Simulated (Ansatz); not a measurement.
AsF3, charge +1, doublet, at a GFN2-xTB geometry (a state made from the parent by changing its charge; the spin is typed, not shown lowest); CAM-B3LYP/6-31G** (Ansatz, a quantum-chemistry and plane-wave program).

Input for Ansatz:
Ansatz 0.2 input:
```yaml
crystal:
  periodic: [false, false, false]
  atoms:
    - {symbol: F, position_ang: [-0.86383509, -1.20521111, -0.44452213]}
    - {symbol: As, position_ang: [0.01084277, -0.00481260, 0.37118157]}
    - {symbol: F, position_ang: [1.46023873, -0.12505297, -0.49840690]}
    - {symbol: F, position_ang: [-0.63616046, 1.34791028, -0.41807005]}
basis:
  gaussian:
    orbitals: 6-31G__.json
hamiltonian:
  xc: cam_b3lyp
total_charge: 1
magnetization: {spin_polarized: true, initial_magnetization: 1}
scf: {lower_state_search: light}
```
The basis file holds 6-31G** in the JSON format of the Basis Set Exchange.

Task: Predict the main parts of the log of this Ansatz run.

Result: 
```
Functional definition: CAM-B3LYP
706 factors; integrals over basis functions are off by at most 5.2e-4 eV
148 factors; integrals over basis functions are off by at most 9.2e-6 eV
mean field evaluation 1: about -68962.1967 eV, gradient 6.2e1 eV
mean field evaluation 2: about -68940.2318 eV, gradient 1.1e2 eV
mean field evaluation 4: about -68974.9690 eV, gradient 2.5e0 eV
mean field evaluation 8: about -68975.0084 eV, gradient 1.2e-1 eV
mean field evaluation 16: about -68975.0086 eV, gradient 1.9e-4 eV
mean field -68975.00863571 eV, -2534.7848144223 hartree, gradient 4.4e-5 eV, S^2 0.757826; 0 other end points of the search recorded, 0 dependent functions left out
reference -68975.00871862 eV, -2534.7848174692 hartree; 30, 29 occupied and 50, 51 virtual orbitals, 706 factors
Total energy: -68975.00871862 eV, -2534.7848174692 hartree
```
